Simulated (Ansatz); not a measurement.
`F[Si](I)(I)I` + H₂ → `I[SiH](I)I` + H–F at 500 K and 1 bar (hydrogenolysis of the Si–F bond).

Computed with Ansatz on PBE0-D4/def2-TZVP structures; ΔE is electronic, products minus reactants. CBS: MP2 limit from def2 TZ/QZ plus the TZ coupled-cluster correction, frozen cores. This one scheme is used for every species. Elements past krypton have def2 core potentials. For I outer-core shells are correlated without core-valence functions, which leaves a few kJ/mol of doubt a bond.

| species | CCSD(T)/CBS energy (Eh) | H − E (kJ/mol) | S (J/(mol·K)) |
| --- | --- | --- | --- |
| `F[Si](I)(I)I` | -1281.38131 | 57.7 | 445.1 |
| H₂ | -1.17544 | 41.0 | 145.5 |
| `I[SiH](I)I` | -1182.12069 | 67.5 | 421.9 |
| H–F | -100.39570 | 39.4 | 188.7 |

H − E and S are ideal-gas, rigid-rotor, harmonic terms from PBE0-D4/def2-TZVP. For small species the MP2-based limit differs from directly extrapolated CCSD(T) by up to some mEh (0.8 for H₂); such offsets cancel only in part. 1 Eh = 2625.50 kJ/mol, R = 8.31446 J/(mol·K).

Problem. By hand: ΔE, ΔH, ΔS and ΔG.

Solution. ΔE = (-1182.12069) + (-100.39570) − (-1281.38131) − (-1.17544) = 0.04036 Eh = 106.0 kJ/mol. Δ(H − E) = 67.5 + 39.4 − 57.7 − 41.0 = 8.2, so ΔH = 114.2 kJ/mol. ΔS = 421.9 + 188.7 − 445.1 − 145.5 = 20.0 J/(mol·K). ΔG = 114.2 − 500 × (20.0)/1000 = 104.2 kJ/mol.

Problem. By hand: the equilibrium constant, and the temperature at which ΔG would vanish if ΔH and ΔS stayed fixed.

Solution. log₁₀ K = −ΔG/(RT ln 10) = -10.9. ΔG = 0 at ΔH/ΔS = 5710 K, far beyond where these terms or the molecules hold.

ΔH outweighs TΔS. A doubt of 5 kJ/mol in ΔE shifts log₁₀ K by 0.5 here. These are equilibria of isolated gas molecules and say nothing of rates. Largest T1 diagnostic: 0.009 (customary marks: 0.02 for closed shells, 0.045 for open ones).
